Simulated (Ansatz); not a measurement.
A nudged elastic band was laid between two geometries of BClH2O + ClH (7 atoms, charge 0, multiplicity 1).

Theory: RHF/def2-SVP (Ansatz).

```
movable images  : 5
climbing image  : yes
spring          : 5.0 eV/Å²
optimiser       : quadratic models (default)
start path      : through a guess of the saddle point
force threshold : 0.05 eV/Å
iteration limit : 60
end points      : relaxed
```

First end point:

```xyz
7
Properties=species:S:1:pos:R:3
B -0.088 -0.600 -0.087
H -0.278 -1.170 0.943
Cl 1.579 -0.129 -0.497
O -1.049 -0.306 -0.955
H -1.918 -0.563 -0.687
Cl 0.037 2.575 1.864
H 1.033 2.198 1.165
```

Last end point:

```xyz
7
Properties=species:S:1:pos:R:3
B -0.219 0.520 -0.915
H 0.717 0.049 3.760
Cl 1.126 -0.133 -1.869
O -1.423 -0.033 -0.962
H -1.508 -0.785 -1.529
Cl 0.040 1.925 0.112
H 0.584 0.462 3.152
```

(1) Which bonds break or form, and what moves?

(2) Give the energies along the band, and the barrier.

(3) What is the geometry of the highest image?

The band took 43 iterations and of the order of 4 core-minutes.

Results:

(1) Bonds broken: B1–H2, Cl6–H7. Bonds formed: B1–Cl6, H2–H7. BClH2O + ClH becomes BCl2HO + H2.

(2) It converged. The highest image is number 2 of 0 to 6, 205.0 kJ/mol above the first end and 241.8 kJ/mol above the last; the last end lies 36.7 kJ/mol below the first. Neighbouring images differ by up to 2.3 eV, so the band resolves the path poorly. A vibrational analysis at the climbing image gives one clearly imaginary mode, 1330i cm⁻¹: a first-order saddle point. The orbitals stay closed-shell, which can raise the energy where a bond breaks towards radicals; this wasn't checked here.

```json
{"image": "0", "path coordinate (Å)": "0.00", "energy (kJ/mol)": "0.0", "B1–H2 (Å)": "1.19", "Cl6–H7 (Å)": "1.27", "B1–Cl6 (Å)": "3.73"}
{"image": "1", "path coordinate (Å)": "1.57", "energy (kJ/mol)": "9.6", "B1–H2 (Å)": "1.20", "Cl6–H7 (Å)": "1.27", "B1–Cl6 (Å)": "3.37"}
{"image": "2", "path coordinate (Å)": "3.14", "energy (kJ/mol)": "205.0", "B1–H2 (Å)": "1.34", "Cl6–H7 (Å)": "1.61", "B1–Cl6 (Å)": "2.22"}
{"image": "3", "path coordinate (Å)": "4.44", "energy (kJ/mol)": "-19.2", "B1–H2 (Å)": "2.48", "Cl6–H7 (Å)": "2.64", "B1–Cl6 (Å)": "1.78"}
{"image": "4", "path coordinate (Å)": "5.73", "energy (kJ/mol)": "-30.8", "B1–H2 (Å)": "2.86", "Cl6–H7 (Å)": "3.11", "B1–Cl6 (Å)": "1.76"}
{"image": "5", "path coordinate (Å)": "7.03", "energy (kJ/mol)": "-36.4", "B1–H2 (Å)": "3.89", "Cl6–H7 (Å)": "3.43", "B1–Cl6 (Å)": "1.76"}
{"image": "6", "path coordinate (Å)": "8.32", "energy (kJ/mol)": "-36.7", "B1–H2 (Å)": "4.79", "Cl6–H7 (Å)": "3.42", "B1–Cl6 (Å)": "1.76"}
```

(3) 
```xyz
7
Properties=species:S:1:pos:R:3
B 0.143 0.060 -0.011
H 0.159 -0.367 1.260
Cl 1.746 -0.175 -0.706
O -0.968 -0.233 -0.691
H -1.796 0.025 -0.316
Cl -0.049 2.104 0.844
H 0.081 0.592 1.368
```

The run took 3.7 min on 1 thread of Arm Neoverse V2, on a shared host, peak memory 0.14 GiB.
